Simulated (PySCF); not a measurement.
silole (C4H6Si), SMILES C1[SiH2]C=CC=1.

Geometry: TPSSh-D3(BJ)/def2-SVP.

These are PySCF with r2SCAN/def2-TZVP values and carry that method's errors.

Gas-phase values at a fixed geometry.

```json
{
 "total_energy": "-445.42592 hartree",
 "point_group": "C2v",
 "highest_occupied_level": "-5.95 eV",
 "lowest_empty_level": "-2.39 eV",
 "orbital_gap": "3.56 eV",
 "dipole_moment": "0.65 D",
 "quadrupole, principal values (traceless, Buckingham form, about the centre of nuclear charge)": "-5.66, 2.36, 3.30 D·Å",
 "mean_static_polarisability": "69.4 bohr³ (10.29 Å³)",
 "polarisability_principal_values": "48.4, 73.4, 86.5 bohr³"
}
```
